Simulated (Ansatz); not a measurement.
C2H6FNSi (`N/C=C(\F)[SiH3]`). Total charge 0; spin multiplicity 1. The structure was optimised at the PBE0-D4/def2-TZVP level. It is one conformer, not always the lowest.

```xyz
11

N     0.986    1.369    1.447
C     0.072    0.585    0.796
C     0.302   -0.096   -0.334
F     1.580   -0.048   -0.828
Si   -0.937   -1.082   -1.289
H     1.948    1.237    1.182
H     0.842    1.519    2.430
H    -0.929    0.565    1.210
H    -2.218   -0.992   -0.542
H    -1.123   -0.551   -2.667
H    -0.523   -2.506   -1.407
```

What is the dipole moment at PBE/def2-TZVPP? (An estimate is asked.)

Computed: 2.67 D, with components (0.06, 0.77, 2.56) D in this frame, pointing from negative to positive charge.

And with r2SCAN, B3LYP, ωB97M-V? (Estimate.)

The calculation gave: r2SCAN 2.71 D, B3LYP 2.64 D, ωB97M-V 2.61 D.

Give the Mulliken charges with PBE, B3LYP, ωB97M-V in def2-TZVPP. (Best estimate.)

Ansatz gave: 
```
atom    PBE  B3LYP  ωB97M-V
  N1  -0.27  -0.28    -0.24
  C2  -0.04  -0.01     0.02
  C3   0.09   0.07     0.02
  F4  -0.21  -0.25    -0.24
 Si5   0.17   0.26     0.17
  H6   0.17   0.16     0.13
  H7   0.17   0.16     0.13
  H8   0.09   0.11     0.10
  H9  -0.06  -0.08    -0.04
 H10  -0.06  -0.07    -0.03
 H11  -0.06  -0.07    -0.03
```

B3LYP here is the variant with VWN-RPA as its local correlation; programs differ in this.
